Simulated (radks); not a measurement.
Numerical settings for the neon ion Ne4+, [He] 2s2 2p2. All-electron calculation, non-relativistic Kohn-Sham, PBE, spin-polarised, spherical densities, point nucleus; open shells are filled with parallel spins first. Program: a radial shooting solver on a logarithmic mesh with Libxc functionals. The defaults (mesh step 0.008 in ln r, mesh end at 40 bohr or more with all orbitals vanishing there, Anderson mixing 0.5 over 9 steps, residual threshold near 1e-9 with the energy settled to 1e-9 hartree or 1e-11 of itself, here a cap of 89 iterations) give E = -120.6214 hartree and 2p at -111.98 eV in 13 iterations. Run on one thread of a shared host, so times are rough (Arm Neoverse N1): 0.1 s of CPU time, 0.1 s wall, 13 iterations on 2476 mesh points. Changes against that run (0 stands for a change within the tolerance of the run):

setting,iterations,converged,E (mhartree),e(2p) (meV),CPU (s)
mesh step in ln r 0.012,13,yes,0,0,0.07
mesh step in ln r 0.005,13,yes,0,0,0.15
mesh step in ln r 0.08,2,no,diverged,-,0.01
mesh end (bohr) 20,13,yes,0,0,0.1
mesh end (bohr) 2,13,yes,+117,+2.24e+03,0.08
residual threshold 1e-13,89,no,0,0,0.49
residual threshold 0.01,8,yes,0,-0.173,0.07
mixing 0.2,15,yes,0,0,0.11
"linear mixing, mixing 0.5",31,yes,0,0,0.17
"linear mixing, mixing 0.2",89,yes,0,0,0.46
mixing history 2,22,yes,0,0,0.14
iteration cap 2,2,no,+176,-3.44e+04,0.02

Settings that end as converged yet miss the energy by more than 1 mhartree: mesh end (bohr) 2 (+0.117 hartree). A mesh that ends early acts as a hard wall.
